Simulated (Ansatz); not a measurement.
Start from `[SiH3]OBS` and change one atom or group to get `COBS`.

Ansatz, PBE0-D4/def2-TZVP geometries, multiplicity 1. Each molecule was computed in one conformer, which needn't be the lowest.

| property | `[SiH3]OBS` |
| --- | --- |
| LUMO energy (PBE/def2-TZVPP) / eV | -1.28 |
| LUMO energy (B3LYP/def2-TZVPP) / eV | -0.51 |
| HOMO–LUMO gap (PBE/def2-TZVPP) / eV | 5.42 |
| LUMO energy (ωB97M-V/def2-TZVPP) / eV | 1.65 |
| HOMO–LUMO gap (PBE0/def2-TZVPP) / eV | 7.60 |
| HOMO energy (PBE0/def2-TZVPP) / eV | -7.91 |

(1) What does the change do to each property? (Best estimate.)

## Answers

(1) Computed: 
```tsv
property	`COBS`	shift
LUMO energy (PBE/def2-TZVPP) / eV	-0.95	0.33
LUMO energy (B3LYP/def2-TZVPP) / eV	-0.22	0.29
HOMO–LUMO gap (PBE/def2-TZVPP) / eV	5.36	-0.06
LUMO energy (ωB97M-V/def2-TZVPP) / eV	1.89	0.24
HOMO–LUMO gap (PBE0/def2-TZVPP) / eV	7.53	-0.07
HOMO energy (PBE0/def2-TZVPP) / eV	-7.53	0.38
```

With PBE0 the HOMO rises by 0.38 eV and the LUMO rises by 0.30 eV, so the gap narrows by about 0.08 eV. PBE moves the HOMO by 0.39 eV and ωB97M-V by 0.39 eV.

B3LYP here is the variant with VWN-RPA as its local correlation; programs differ in this.
